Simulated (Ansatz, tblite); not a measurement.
Cost and result up the ladder for TTF (C6H4S4) (14 atoms). Total charge 0; singlet. Geometry: PBE0-D4/def2-SVP.

Ansatz on 4 threads of Arm Neoverse V2 on a shared host; xTB runs through tblite on one thread. Times are rough, summed over both states, and most runs start from the orbitals of an earlier one. B2PLYP/def2-TZVP serves as the yardstick here, not as an exact answer. The other state is a doublet.

The xTB rows come from tblite. Correlated methods freeze 26 core orbitals.

Raw xTB energies of ions are shifted by several eV.

```csv
level,functions,wall time
GFN2-xTB,64,0.013 s
GFN1-xTB,68,0.016 s
PBE-D4/def2-TZVP,358,16 s
PBE0-D4/def2-TZVP (with forces),358,49 s
B2PLYP/def2-TZVP (with forces),358,84 s
```

(1) Estimate what each level gives for the vertical IE (eV).

## Answers

(1) 
```csv
level,vertical IE (eV),difference from B2PLYP/def2-TZVP (eV)
GFN2-xTB,11.40,5.13
GFN1-xTB,12.04,5.77
PBE-D4/def2-TZVP,6.18,-0.09
PBE0-D4/def2-TZVP (with forces),6.36,0.09
B2PLYP/def2-TZVP (with forces),6.27,0.00
```
